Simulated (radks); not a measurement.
Species: neutral beryllium. Configuration: [He] 2s1 3s1 (not the ground configuration). Method: non-relativistic Kohn-Sham, B86b exchange with PBE correlation, spin-unpolarised, spherical densities, point nucleus; computed with a radial shooting solver on a logarithmic mesh with Libxc functionals.

Radial electron density D(r) = 4 pi r^2 rho(r):

| r (bohr) | D(r) (e/bohr) |
|---|---|
| 0.01425 | 0.08092 |
| 0.01827 | 0.1287 |
| 0.02341 | 0.2027 |
| 0.03 | 0.3157 |
| 0.03844 | 0.4845 |
| 0.04926 | 0.7297 |
| 0.06312 | 1.073 |
| 0.08089 | 1.529 |
| 0.1037 | 2.097 |
| 0.1339 | 2.759 |
| 0.1716 | 3.377 |
| 0.2199 | 3.821 |
| 0.2818 | 3.918 |
| 0.3611 | 3.551 |
| 0.4627 | 2.759 |
| 0.5929 | 1.779 |
| 0.7598 | 0.9490 |
| 0.9737 | 0.4981 |
| 1.258 | 0.4131 |
| 1.612 | 0.4881 |
| 2.065 | 0.4858 |
| 2.647 | 0.3402 |
| 3.392 | 0.1740 |
| 4.346 | 0.1159 |
| 5.57 | 0.1545 |
| 7.137 | 0.1736 |
| 9.146 | 0.1102 |
| 11.81 | 0.03318 |
| 15.14 | 0.005099 |
| 19.4 | 0.0003447 |

D(r) has 3 maxima, at r = 0.264, 1.83, 6.75 bohr, and minima at 1.19, 4.28 bohr, inside which lie 2.07, 3.03 electrons.
